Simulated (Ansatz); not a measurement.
Consider the ligand exchange at the Si–F bond: `C[SiH](F)[SiH3]` + HI → `C[SiH]([SiH3])I` + H–F.

Gas-phase electronic energies from Ansatz, PBE0-D4/def2-TZVP geometries. CCSD(T)/CBS is the MP2 limit (def2-TZVPP, def2-QZVPP) plus CCSD(T) − MP2 in def2-TZVPP, frozen cores. This one scheme is used for every species. DFT in def2-TZVPP. B3LYP here is the variant with VWN-RPA as its local correlation; programs differ in this. Elements past krypton have def2 core potentials. For I outer-core shells are correlated without core-valence functions, which leaves a few kJ/mol of doubt a bond.

`C[SiH](F)[SiH3]`:

Cartesian coordinates in Å:
```
C 0.602 1.366 0.883
Si -0.715 0.439 -0.047
F -1.141 1.303 -1.337
Si 0.017 -1.668 -0.775
H 1.499 1.498 0.275
H 0.880 0.816 1.786
H 0.240 2.352 1.183
H -1.934 0.297 0.797
H 1.221 -1.536 -1.640
H -1.047 -2.376 -1.536
H 0.379 -2.491 0.412
```

HI:

Cartesian coordinates in Å:
```
I 0.291 -0.699 -0.273
H -0.291 0.699 0.273
```

`C[SiH]([SiH3])I`:

```xyz
11

C     1.670    0.156    0.535
Si   -0.116    0.676    0.381
Si   -1.362   -0.676   -1.063
I    -1.198    0.499    2.584
H     1.744   -0.882    0.864
H     2.192    0.786    1.258
H     2.169    0.251   -0.433
H    -0.211    2.107   -0.011
H    -1.310   -2.081   -0.579
H    -0.804   -0.623   -2.443
H    -2.774   -0.214   -1.093
```

H–F:

Cartesian coordinates in Å:
```
F -0.148 -0.384 -0.204
H 0.148 0.384 0.204
```

Is it downhill or uphill in electronic energy at CCSD(T)/CBS, and by how much? (An estimate is asked.)

The calculation gave: Uphill: ΔE = +28.0 kJ/mol.

What do these levels give: PBE-D4, B3LYP-D4, ωB97X-V, ωB97M-V, r2SCAN, HF/def2-TZVPP, MP2/def2-TZVPP, SCS-MP2/def2-TZVPP, CCSD/def2-TZVPP, MP2/def2-QZVPP, HF/CBS(def2), MP2/CBS(def2)? (Estimate.)

Computed: PBE-D4 26.8, B3LYP-D4 40.7, ωB97X-V 41.0, ωB97M-V 39.1, r2SCAN 39.9, HF/def2-TZVPP 56.5, MP2/def2-TZVPP 24.7, SCS-MP2/def2-TZVPP 36.1, CCSD/def2-TZVPP 41.5, MP2/def2-QZVPP 20.0, HF/CBS(def2) 58.7, MP2/CBS(def2) 15.4 kJ/mol.

Largest T1 diagnostic among the species: 0.012.

In def2-TZVPP, CCSD(T) changes the Hartree–Fock value by −19.2 kJ/mol (the triples alone add −4.3 kJ/mol) and MP2 by −31.8 kJ/mol. The D4 term adds −11.5 kJ/mol with B3LYP and −6.3 kJ/mol with PBE0; it sums over pairs of atoms, weighted by their polarisabilities, and B3LYP, whose exchange is more repulsive, gets the larger term.
